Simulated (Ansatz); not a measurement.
Problem. Predict a relaxed structure of Li₄S₂⁺ (the lowest doublet isomer of a short search), charge 1, doublet, at PBE-D4/def2-TZVP (Ansatz).

Solution. 
```tsv
atom	x (Å)	y (Å)	z (Å)
Li1	-1.435	2.355	-2.906
Li2	1.440	-2.331	2.922
Li3	1.238	0.002	-0.611
Li4	-1.242	-0.019	0.600
S5	-0.655	1.063	-1.326
S6	0.654	-1.069	1.321
```
Point group D2h (tolerance 0.1 Å). This is one stationary point.

The structure comes from a short search, and lower isomers may exist.
